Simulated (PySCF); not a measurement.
A GIAO shielding run with PySCF (density fitting, non-relativistic, gas phase) on `F[C@@H]([SiH3])C[SiH]1[SiH2]S[SiH2]1`, C$_{2}$H$_{11}$FSSi$_{4}$:

```
$ OMP_NUM_THREADS=1 python probes_run.py task.json out

{"job": {"kind": "nmr", "xc": "PBE0", "basis": "pcSseg-1"}, "charge": 0, "multiplicity": 1}
F      1.209297    -0.312199    -1.535986
C      1.629534    -0.677449    -0.249840
Si     3.431979    -0.046308    -0.021791
C      0.638312    -0.123746     0.757623
Si    -1.158305    -0.578247     0.274402
Si    -2.080471     0.542711    -1.563115
S     -3.719068     1.246946    -0.286482
Si    -2.868191     0.408642     1.534512
H      1.577189    -1.772782    -0.248384
H      3.390852     1.413304    -0.081877
H      4.250317    -0.605106    -1.093363
H      3.873899    -0.509480     1.293939
H      0.893367    -0.530024     1.735710
H      0.751300     0.959530     0.819176
H     -1.178752    -2.057128     0.236750
H     -2.702472    -0.186814    -2.663197
H     -1.441778     1.734125    -2.114787
H     -3.905413    -0.416098     2.142012
H     -2.601401     1.519372     2.445504
```

Hardware: 1 thread of an Arm Neoverse V1, shared host. The job also computes population analyses, field gradients, ring-centre shieldings.

**Question.** How large is the calculation?

**Answer.** 104 electrons, 226 basis functions and 1294 auxiliary functions.

**Question.** How long does it take, and how much memory does it need?

**Answer.** 65 s of wall time, with 12 SCF cycles and 4 response iterations; peak memory 0.95 GiB. Times on a shared host scatter by some tens of per cent.
